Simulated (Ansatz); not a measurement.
Compare A (`C/C([SiH3])=C\N`) with its isomer B (`CC(C)=N[SiH3]`).

Isolated molecules relaxed with PBE0-D4/def2-TZVP in Ansatz; ΔE leaves out vibrations. CBS: MP2 limit from def2 TZ/QZ plus the TZ coupled-cluster correction, frozen cores. DFT in def2-TZVPP. B3LYP here is the variant with VWN-RPA as its local correlation; programs differ in this. One conformer a species, not always the lowest.

A:

```xyz
14

C    -0.596    0.950    0.991
C     0.106   -0.078    0.146
Si    1.219   -1.329    0.911
C    -0.062   -0.084   -1.189
N    -0.804    0.821   -1.903
H    -1.682    0.940    0.830
H    -0.439    0.783    2.059
H    -0.244    1.966    0.773
H     0.503   -2.161    1.923
H     2.364   -0.701    1.634
H     1.761   -2.225   -0.149
H     0.446   -0.819   -1.806
H    -1.107    0.554   -2.823
H    -1.465    1.386   -1.396
```

B:

```xyz
14

C     1.6260    1.0469    0.6743
C     0.4376    0.2812    0.1793
C    -0.9049    0.9378    0.3905
N     0.5946   -0.8464   -0.3760
Si   -0.6524   -1.8734   -1.0039
H     1.6701    2.0281    0.1900
H     1.5309    1.2359    1.7488
H     2.5440    0.4972    0.4769
H    -0.8295    1.9036    0.8911
H    -1.5473    0.2848    0.9886
H    -1.4026    1.0827   -0.5728
H    -1.4688   -1.1852   -2.0477
H    -1.5787   -2.3268    0.0753
H    -0.0190   -3.0663   -1.6143
```

Q: Which isomer does CCSD(T)/CBS put lower? Give the gap. (Best estimate.)

A: Computed: B, by 44.5 kJ/mol.

Q: Give E(B) − E(A) in kJ/mol with B2PLYP, PBE-D4, ωB97M-V, PBE0-D4, B3LYP-D4, HF/def2-TZVPP, CCSD/def2-TZVPP. (Best estimate.)

A: The calculation gave: B2PLYP -46.0, PBE-D4 -34.2, ωB97M-V -44.7, PBE0-D4 -36.0, B3LYP-D4 -43.9, HF/def2-TZVPP -60.5, CCSD/def2-TZVPP -48.9. None reverses the order clearly.

Largest T1 diagnostic: 0.012.

In def2-TZVPP, CCSD(T) changes the Hartree–Fock value by +13.0 kJ/mol (the triples alone add +1.5 kJ/mol) and MP2 by +16.2 kJ/mol.
